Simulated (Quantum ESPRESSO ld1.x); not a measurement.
Values are calculated unless marked as measured or tabulated.
Problem. Species: Pr. Configuration: [Kr] 4d10 4f3 5s2 5p5 6s2 7s1 (not the ground configuration). Level of theory: Dirac Kohn-Sham, LDA (Slater exchange, Perdew-Wang correlation), spin-unpolarised, spherical densities, point nucleus; open shells are shared between the two j in proportion to 2j + 1 (ld1.x of Quantum ESPRESSO 7.5).

Spin-orbit splittings of the eigenvalues, e(l+1/2) - e(l-1/2), with zeta = 2 splitting/(2l+1) and mean radii in bohr:

| shell | occ. | splitting (eV) | zeta (eV) | <r> j=l-1/2 | <r> j=l+1/2 |
|---|---|---|---|---|---|
| 2p | 6 | 481.7 | 321.1 | 0.08608 | 0.09239 |
| 3p | 6 | 95.39 | 63.59 | 0.2619 | 0.2743 |
| 3d | 10 | 20.58 | 8.233 | 0.2453 | 0.2492 |
| 4p | 6 | ? | ? | 0.6405 | 0.6688 |
| 4d | 10 | 3.621 | 1.448 | 0.7221 | 0.7323 |
| 4f | 3 | 0.3608 | 0.1031 | 1.097 | 1.111 |
| 5p | 5 | 2.986 | 1.990 | 1.670 | 1.754 |

Estimate the 4p splitting.

Solution. 20.66 eV (zeta = 13.77 eV).
